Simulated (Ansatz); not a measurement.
System: ZnCl, net charge 0, doublet state. SMILES of the parent species: [Cl][Zn]

Atoms: Zn1, Cl2. Bonds: Zn1-Cl2.

Bond lengths (Å) and angles (degrees) optimised at HF/6-31G* with LANL2DZ past Ar with Ansatz (a first-principles code); B3LYP/LANL2DZ with Ansatz; B3LYP/6-31G* with LANL2DZ past Ar with Ansatz; MP2/6-31G* with LANL2DZ past Ar with Ansatz, each started from the B3LYP-D3(BJ)/def2-TZVP structure (Ansatz) of the last column. A row stands for all coordinates that are equal there. 6-31G* holds six Cartesian d functions.

```tsv
coordinate	HF/6-31G* with LANL2DZ past Ar	B3LYP/LANL2DZ	B3LYP/6-31G* with LANL2DZ past Ar	MP2/6-31G* with LANL2DZ past Ar	B3LYP-D3(BJ)/def2-TZVP
Zn1-Cl2	2.212	2.288	2.249	2.195	2.187
```

Mean signed difference of all 1 bond lengths from B3LYP-D3(BJ)/def2-TZVP: HF/6-31G* with LANL2DZ past Ar 0.026 Å, B3LYP/LANL2DZ 0.101 Å, B3LYP/6-31G* with LANL2DZ past Ar 0.063 Å, MP2/6-31G* with LANL2DZ past Ar 0.008 Å.
